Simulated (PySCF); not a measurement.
C₆H₄N₂, SMILES N#Cc1ccncc1.

Geometry optimised at TPSSh-D3(BJ)/def2-SVP.

All values below come from PBE/def2-TZVP (PySCF).

Symmetry labels are those of the subgroup C2v that the program uses (full group C2v).

Task: List the valence orbital energies around the gap with their symmetry. (Estimate from the structure and the level; the computed values follow.)

Result: 
```csv
orbital,symmetry,energy (eV)
HOMO−7,B1,-10.84
HOMO−6,B2,-9.74
HOMO−5,B1,-9.44
HOMO−4,A1,-8.93
HOMO−3,B2,-8.55
HOMO−2,B1,-7.60
HOMO−1,A2,-7.40
HOMO,A1,-6.55
LUMO,B1,-3.13
LUMO+1,A2,-2.21
LUMO+2,B2,-0.69
LUMO+3,B1,0.21
```
